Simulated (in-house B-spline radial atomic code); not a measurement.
RPA and G0W0 on SCAN: Ar XII (Ar11+)

Configuration [He] 2s2 2p3, highest spin, mean-field start SCAN. Computed with a B-spline radial code for spherical atoms: all electrons, non-relativistic, point nucleus, each spin shell either full or empty, empty states to l = 9 with an (l + 1/2)⁻⁴ tail; G0W0 by contour deformation at full frequency.

Command:
```bash
python run_gw.py task.json out
```
Settings (radii: box in bohr, nucleus in fm):
```
Z                        18
electrons                7
configuration            [He] 2s2 2p3
hamiltonian              nr
method                   scan,scan
lmax                     9
spin_polarised           True
box_radius               6.2
intervals                46
```

Time taken, with all properties: 0.5 s on 1 thread of AMD EPYC 9R45 96-Core Processor, with other jobs on the host.

Energies (hartree):

```csv
term,value
mean-field total,-453.41327
Hartree-Fock functional on these orbitals,-453.18768
direct second order,-0.44638
second-order exchange,0.22542
SOSEX correction,0.20387
```

(1) What is the RPA correlation energy, and what remains with SOSEX?

Quasi-particle levels (eV):

| level | occupied | mean field | Σx - vxc | Σc | QP weight | G0W0 |
| --- | --- | --- | --- | --- | --- | --- |
| 2p up | yes | -592.15 | -29.50 | ? | ? | ? |
| 2s down | yes | -622.33 | -19.81 | -4.03 | 0.979 | -646.17 |
| 1s down | yes | -3533.43 | -102.22 | 14.82 | 0.967 | -3620.83 |
| 2p down | no | -563.72 | 29.24 | -4.01 | 0.987 | -538.49 |

G0W0 = mean field + (Σx - vxc) + Σc, with Σc (partial-wave tail included) taken at the quasi-particle energy. Levels of low weight are left out.

(2) Where does G0W0 put 2p up?

Results:

(1) RPA gives -0.40652 hartree (-1.58 eV per electron); RPA + SOSEX gives -0.20265, and the second-order doubles -0.22096 hartree (no singles). SOSEX takes back 50 % of the RPA value.

(2) At -619.59 eV, with Σc = 2.06 eV and a quasi-particle weight of 0.979. The tabulated removal energy is 619 ± 0.4 eV (NIST, semi-empirical); the calculation leaves out relativity, Breit and QED terms, and what these don't explain is the method's own error.
